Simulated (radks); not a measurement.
Problem. All-electron atom: Ca in [Ar] 3d0.5 4s0.5 4p1 (fractional occupations, a model configuration). All-electron calculation, scalar-relativistic Kohn-Sham, PBE, spin-polarised, spherical densities, point nucleus; open shells are filled with parallel spins first. Program: a radial shooting solver on a logarithmic mesh with Libxc functionals. Some entries of the table are withheld. Estimate them.

| orbital | occ. | eigenvalue (hartree) | <r^2> (bohr^2) | <1/r> (bohr^-1) |
|---|---|---|---|---|
| 1s up | 1 | -145.1260 | 0.007943 | 19.74 |
| 1s down | 1 | -145.1253 | 0.007943 | 19.74 |
| 2s up | 1 | -15.20479 | 0.1572 | 4.047 |
| 2s down | 1 | -15.20194 | 0.1571 | 4.047 |
| 2p up | 3 | -12.27923 | 0.1330 | 3.950 |
| 2p down | 3 | -12.27672 | 0.1329 | 3.950 |
| 3s up | 1 | -1.72025 | 1.557 | 1.204 |
| 3s down | 1 | -1.70703 | 1.553 | 1.205 |
| 3p up | 3 | (1) | 1.940 | 1.069 |
| 3p down | 3 | (2) | 1.927 | 1.071 |
| 4s up | 0.5 | (3) | 18.72 | 0.3171 |
| 3d up | 0.5 | -0.08073 | 9.509 | 0.5804 |
| 4p up | 1 | -0.07453 | 32.06 | 0.2404 |

Solution. 
(1) 3p up eigenvalue (hartree): -1.02253
(2) 3p down eigenvalue (hartree): -1.00819
(3) 4s up eigenvalue (hartree): -0.16103
